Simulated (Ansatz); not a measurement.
Cost against result

Saddle point of AlH3O3F2, singlet (AlH₃O₃F₂ ([OH][OH][Al]([OH])([F])[F]) → AlH₃O₃F₂ ([OH2][Al]1([F])([F])[O][OH]1); bonds formed: Al1–O6, O2–H5; bonds broken: H5–O6; bonds weakened to dative contacts: Al1–O2), PBE0-D4/def2-TZVP structure:

Al1  (-0.716, -0.316, -0.030)
O2  (0.693, -0.897, 1.006)
F3  (-0.964, -1.550, -1.104)
F4  (-2.082, 0.269, 0.672)
H5  (1.051, 0.132, 0.830)
O6  (0.585, 1.333, 0.359)
O7  (0.300, 0.924, -1.031)
H8  (1.255, -1.610, 0.692)
H9  (-0.121, 1.715, -1.395)
(Å)

Barriers are electronic and count from the start structure reached by relaxing down the imaginary mode.

Ansatz 0.2.0; basis: as named in each row; cores frozen in the correlated methods. B3LYP uses VWN-RPA correlation. Extrapolation: Hartree–Fock as exp(−7.88 √X), correlation as X^−2.97.

Times are rough, for one single point on 8 threads of a shared host (Intel Xeon Platinum 8259CL).

The estimate by CCSD(T) at an estimated basis limit (MP2 extrapolated from triple and quadruple zeta, plus CCSD(T) − MP2 in triple zeta) is 0.767 eV.

| method | basis | time (s) | barrier (eV) | method less estimate |
| --- | --- | --- | --- | --- |
| HF | STO-3G | under 1 | 0.646 | -0.121 |
| PBE-D4 | STO-3G | under 1 | -0.250 | -1.016 |
| SPW92 | def2-SVP | under 1 | 0.452 | -0.314 |
| PBE-D4 | def2-SVP | under 1 | 0.561 | -0.205 |
| B3LYP-D4 | 6-31G | under 1 | 0.660 | -0.107 |
| PBE0-D4 | def2-SVP | under 1 | 0.687 | -0.079 |
| SPW92 | def2-TZVPP | under 1 | 0.555 | -0.211 |
| PBE-D4 | def2-TZVPP | 1 | 0.647 | -0.119 |
| BLYP-D4 | def2-TZVPP | 1 | 0.718 | -0.048 |
| B3LYP-D4 | def2-TZVPP | 2 | 0.788 | 0.022 |
| BHLYP-D4 | def2-TZVPP | 2 | 0.893 | 0.126 |
| PBE0-D4 | def2-TZVPP | 2 | 0.744 | -0.022 |
| r2SCAN-D4 | def2-TZVPP | 2 | 0.672 | -0.094 |
| CAM-B3LYP-D4 | def2-TZVPP | 2 | 0.803 | 0.036 |
| r2SCAN0-D4 | def2-TZVPP | 2 | 0.752 | -0.015 |
| wB97M-V | def2-SVP | 3 | 0.700 | -0.066 |
| RPA on PBE | def2-TZVPP | 3 | 0.722 | -0.044 |
| B2PLYP | def2-TZVPP | 4 | 0.778 | 0.011 |
| PBE-QIDH | def2-TZVPP | 4 | 0.775 | 0.008 |
| CCSD(T) | def2-SVP | 4 | 0.763 | -0.004 |
| B97M-V | def2-TZVPP | 4 | 0.783 | 0.017 |
| wB97X-V | def2-TZVPP | 4 | 0.783 | 0.016 |
| wB97M-V | def2-TZVPP | 4 | 0.770 | 0.003 |
| MP2 | def2-QZVPP | 12 | 0.767 | 0.001 |
| CCSD(T) | def2-TZVPP | 66 | 0.763 | -0.004 |

All methods are single points on the PBE0-D4 structures; a negative value means that the method puts the saddle structure below the start.

The T1 diagnostic stays at or below 0.014.

Labels in which every atom is bracketed show which atoms are joined, not bond orders.
